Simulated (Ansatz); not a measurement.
Relaxation of CH$_{7}$InSSi (11 atoms, charge 0, multiplicity 1), to a largest force component of 0.03 eV/Å in at most 50 steps.

The calculation used RKS B3LYP-D4/def2-SVP in Ansatz.

```xyz
11
Properties=species:S:1:pos:R:3
In -0.162 -0.385 0.022
Si 0.800 1.957 -0.192
S -1.701 -0.054 -1.858
H -1.161 1.190 -1.939
C -0.150 -2.281 1.085
H -0.361 2.890 -0.064
H 1.311 2.061 -1.593
H 1.877 2.421 0.734
H 0.879 -2.661 1.170
H -0.559 -2.132 2.096
H -0.773 -3.006 0.540
```

Question: Where does it end, and by what steps?

Answer: The run converged. After 9 steps the energy has fallen by 0.193 eV; H4 moved furthest, 0.93 Å.

```tsv
step	energy less start (eV)	largest force component (eV/Å)	accepted
0	0.0000	0.404	yes
1	-0.0785	0.329	yes
2	-0.1134	0.297	yes
3	-0.1542	0.248	yes
4	-0.1670	0.833	yes
5	-0.1747	0.547	yes
6	-0.1868	0.120	yes
7	-0.1902	0.092	yes
8	-0.1919	0.047	yes
9	-0.1927	0.009	yes
```

```xyz
11
Properties=species:S:1:pos:R:3
In -0.288 -0.291 -0.164
Si 0.937 1.999 -0.064
S -1.981 -0.510 -1.918
H -1.823 0.742 -2.408
C -0.117 -2.108 1.026
H -0.048 3.100 0.163
H 1.628 2.264 -1.363
H 1.957 2.052 1.026
H 0.937 -2.412 1.109
H -0.507 -1.920 2.038
H -0.698 -2.915 0.557
```

Time of the run: 15 s on 2 threads of AMD EPYC 9R45 96-Core Processor (Zen 5) (shared host), peak memory 0.29 GiB.
